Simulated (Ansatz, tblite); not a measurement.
Cost and result up the ladder for the cluster Ag2I⁺ (the lowest singlet isomer of a short search) (3 atoms). The state is a singlet with charge 1. Geometry: PBE-D4/def2-TZVP.

```xyz
3

Ag   -1.613    0.970    0.824
Ag    0.735   -1.086   -1.582
I     0.878    0.116    0.758
```

Ansatz on 4 threads of Arm Neoverse N1 on a shared host; xTB runs through tblite on one thread. Times are rough, summed over both states, and most runs start from the orbitals of an earlier one. PBE-QIDH/def2-TZVP serves as the yardstick here, not as an exact answer. The other state is a triplet at its own geometry.

In the def2 sets Ag, I take a core potential; there is no spin–orbit coupling. The xTB rows come from tblite. Correlated methods freeze 4 core orbitals; core or outer-core shells of Ag, I are correlated, in sets that lack core-valence functions. The structure comes from a short search, and lower isomers may exist.

xTB has no spin-polarisation term.

| level | functions | wall time | triplet − singlet (eV) | difference from PBE-QIDH/def2-TZVP (eV) |
| --- | --- | --- | --- | --- |
| GFN2-xTB | 27 | 0.008 s | 3.47 | 0.05 |
| GFN1-xTB | 27 | 0.009 s | 2.60 | -0.81 |
| MP2/def2-TZVP | 130 | 8.1 s | 3.54 | 0.12 |
| RPA@PBE/def2-TZVP | 130 | 19 s | 2.90 | -0.52 |
| PBE-QIDH/def2-TZVP | 130 | 23 s | 3.42 | 0.00 |
| B2PLYP/def2-TZVP | 130 | 23 s | 3.09 | -0.33 |
